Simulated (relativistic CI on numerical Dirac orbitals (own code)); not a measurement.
V³⁺ in a cubic cluster: 3s photoemission with charge transfer

Computed with a charge-transfer multiplet model of a cubic metal-ligand cluster with up to 2 ligand holes, Slater and spin-orbit integrals from Dirac-Coulomb-Breit ions, Slater integrals scaled by 0.8. The ground state mixes d2 with configurations of k ligand holes L, whose averages lie at kΔ + k(k − 1)U_dd/2; a core hole lowers each added d electron by U_cd. 300 K, Lorentzian 1.4 eV and Gaussian 0.8 eV FWHM.

Atomic integrals in eV (Slater integrals scaled, ζ unscaled), ground: F2dd 8.057, F4dd 5.049, zeta_d 0.024; with the core hole: F2dd 8.913, F4dd 5.621, zeta_d 0.030, G2cd 8.943.

Cluster parameters (eV): U_dd = 6, U_cd = 7.5, 10Dq = 0.8, 10Dq(ligand) = 1.1, V(eg) = 3.1, V(t2g) = -1.31, final-state hopping factor = 0.9.

```csv
Case,n_d,d2,d3L,d4L2,S
Δ = 2.5 eV,2.73,0.38,0.51,0.11,1.00
Δ = 3.5 eV,2.66,0.43,0.48,0.09,1.00
Δ = 5.5 eV,2.52,0.54,0.40,0.06,1.00
```

Weights, n_d and S are thermal averages at 300 K. Binding energies count from the first peak over 30 % of the highest in each spectrum, which can be another peak from case to case. The parameters are a model scan and need not match a compound or its usual spin state. Peaks in eV (height, largest 100):
- Δ = 2.5 eV: 0.0 (100), 5.3 (51), 7.5 (26), 12.7 (12), 18.4 (8)
- Δ = 3.5 eV: 0.0 (100), 5.3 (52), 12.5 (14), 18.0 (8)
- Δ = 5.5 eV: 0.0 (100), 5.4 (52), 10.2 (12), 12.2 (12), 16.7 (8)

Curve for Δ = 3.5 eV (points under 2 left out, the grid thinned):

| E (eV) | Intensity |
| --- | --- |
| -3.1 | 6.5 |
| -2.6 | 9.1 |
| -2.0 | 14.8 |
| -1.5 | 24.7 |
| -1.0 | 45.7 |
| -0.4 | 87.1 |
| 0.1 | 98.4 |
| 0.7 | 62.1 |
| 1.2 | 34.7 |
| 1.7 | 21.9 |
| 2.3 | 16.0 |
| 2.8 | 13.9 |
| 3.3 | 13.8 |
| 3.9 | 18.3 |
| 4.4 | 28.9 |
| 4.9 | 44.9 |
| 5.5 | 50.5 |
| 6.0 | 38.6 |
| 6.6 | 26.9 |
| 7.1 | 23.6 |
| 7.6 | 23.3 |
| 8.2 | 19.9 |
| 8.7 | 14.8 |
| 9.2 | 11.9 |
| 9.8 | 10.1 |
| 10.3 | 8.7 |
| 10.8 | 8.1 |
| 11.4 | 9.1 |
| 11.9 | 11.5 |
| 12.5 | 13.5 |
| 13.0 | 12.0 |
| 13.5 | 9.0 |
| 14.1 | 6.7 |
| 14.6 | 5.7 |
| 15.1 | 5.3 |
| 15.7 | 5.2 |
| 16.2 | 5.3 |
| 16.7 | 5.8 |
| 17.3 | 7.0 |
| 17.8 | 8.2 |
| 18.4 | 7.7 |
| 18.9 | 5.7 |
| 19.4 | 4.0 |
| 20.0 | 2.7 |
| 20.5 | 2.1 |

For the case Δ = 2.5 eV, Δ = 2.5 eV is smaller than U_dd = 6 eV, the charge-transfer side of the Zaanen-Sawatzky-Allen scheme. With the core hole the configuration with one ligand hole lies at Δ − U_cd = -5.0, -4.0, -2.0 eV from the one without, in the order of the table; where this is negative the screened configuration lies lower, though the effective hopping of about 5.6 eV (from the holes of the mixed ground state) mixes the two strongly wherever it is as large as the gap.

With at most 2 ligand holes the space is cut while the next configuration still counts, so covalency is underestimated, and a final configuration with one more ligand hole, which can lie low, is missing from the spectra.

Without intra-shell correlation the exchange splitting of the 3s hole comes out too large.
